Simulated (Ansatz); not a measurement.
BrFHInS (`[F][In]([SH])[Br]`). Total charge 0; spin multiplicity 1. In takes the def2 core potential. The structure was optimised at the PBE0-D4/def2-TZVP level. It is one conformer, not always the lowest.

```xyz
5

F     2.339    0.192    0.721
In    0.522   -0.172    0.163
S    -0.880    1.659   -0.293
Br   -0.069   -2.534    0.015
H    -1.912    0.855   -0.606
```

(1) What is the dipole moment at PBE/def2-TZVPP? (Estimate.)

(2) And with r2SCAN, B3LYP, ωB97M-V? (An estimate is asked.)

(3) Give the Mulliken charges with PBE, r2SCAN, B3LYP in def2-TZVPP. (An estimate is asked.)

## Answers

(1) The calculation gave: 2.35 D, with components (-2.22, 0.33, -0.70) D in this frame, pointing from negative to positive charge.

(2) Computed: r2SCAN 2.40 D, B3LYP 2.47 D, ωB97M-V 2.39 D.

(3) Ansatz gave: 
```json
{"atom": "F1", "PBE": "-0.41", "r2SCAN": "-0.46", "B3LYP": "-0.46"}
{"atom": "In2", "PBE": "0.86", "r2SCAN": "0.94", "B3LYP": "0.94"}
{"atom": "S3", "PBE": "-0.29", "r2SCAN": "-0.31", "B3LYP": "-0.29"}
{"atom": "Br4", "PBE": "-0.29", "r2SCAN": "-0.31", "B3LYP": "-0.31"}
{"atom": "H5", "PBE": "0.14", "r2SCAN": "0.13", "B3LYP": "0.13"}
```

B3LYP here is the variant with VWN-RPA as its local correlation; programs differ in this.
